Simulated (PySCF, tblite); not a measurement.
Isomers of CH8NP2Si (doublet state), one GFN2-xTB conformer each. Single-point energies are computed at B3LYP/pcH-1 (PySCF, gas phase, no added dispersion term), electronic only. GFN2-xTB treats the open shell by occupation alone, and not every SCF solution was tested for stability.

| SMILES | GFN2-xTB relative energy (kJ/mol) |
| --- | --- |
| CN[Si](P)P | 0.0 |
| C[N][SiH](P)P | 60.2 |
| CN[Si@@H]([PH])P | 19.3 |

Conformers: `[CH3:1][NH:2][Si:3]([PH2:4])[PH2:5]` (doublet state) with C1–N2–Si3–P4 -44°, N2–Si3–P4–H -169° and 99°, N2–Si3–P5–H -86° and -179°; `[CH3:1][N:2][SiH:3]([PH2:4])[PH2:5]` (doublet state) with C1–N2–Si3–P4 -127°, N2–Si3–P4–H -121° and -27°, N2–Si3–P5–H -48° and 45°; `[CH3:1][NH:2][Si@@H:3]([PH:4])[PH2:5]` (doublet state) with C1–N2–Si3–P4 54°, N2–Si3–P4–H -179°, N2–Si3–P5–H 25° and -68°.

**Question.** What does B3LYP/pcH-1 give for the same structures?

**Answer.** 
```json
{"SMILES": "CN[Si@@H]([PH])P", "B3LYP/pcH-1 E (Eh)": "-1069.89882", "B3LYP/pcH-1 (kJ/mol)": "0.0", "GFN2-xTB (kJ/mol)": "19.3", "point group": "C1"}
{"SMILES": "CN[Si](P)P", "B3LYP/pcH-1 E (Eh)": "-1069.89259", "B3LYP/pcH-1 (kJ/mol)": "16.4", "GFN2-xTB (kJ/mol)": "0.0", "point group": "C1"}
{"SMILES": "C[N][SiH](P)P", "B3LYP/pcH-1 E (Eh)": "-1069.85528", "B3LYP/pcH-1 (kJ/mol)": "114.3", "GFN2-xTB (kJ/mol)": "60.2", "point group": "–"}
```

GFN2-xTB puts CN[Si](P)P lowest instead; measured from each level's own lowest isomer, the values differ by up to 54.1 kJ/mol (C[N][SiH](P)P: 60.2 against 114.3). As drawn, the lowest has an N–H bond, which the highest lacks. Neighbours under 21 kJ/mol apart (CN[Si@@H]([PH])P and CN[Si](P)P) can change places with a better method, another conformer or zero-point energy.

**Question.** What happens when harmonic zero-point energies from GFN2-xTB frequencies are added?

**Answer.** 
```tsv
SMILES	ZPE (kJ/mol)	electronic (kJ/mol)	with ZPE (kJ/mol)
CN[Si@@H]([PH])P	228.9	0.0	0.0
CN[Si](P)P	233.3	16.4	20.8
C[N][SiH](P)P	219.6	114.3	105.0
```

The zero-point energies span 13.7 kJ/mol. The order is unchanged.
